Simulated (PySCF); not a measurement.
Method: TPSSh-D3(BJ)/def2-TZVP // TPSS-D3(BJ)/def2-SVP (PySCF 2.14.0). Gas-phase values, no solvent. One relaxed conformer stands for a flexible species; it need not be the lowest. 

Reference species: [Zr(Cl)4] (neutral, multiplicity 1).

| Item | Value |
|---|---|
| coordination number | 4 |
| HOMO | -9.01 eV |

Changed species: [Zr(NH2)4] (4 of 4 Cl replaced by NH2; the reference has 0 of 4 Cl replaced by NH2).

**Question.** What does the change do to the coordination number and HOMO?

**Answer.** the coordination number stays essentially unchanged; the HOMO increases by 3.08 eV, to -5.93 eV.
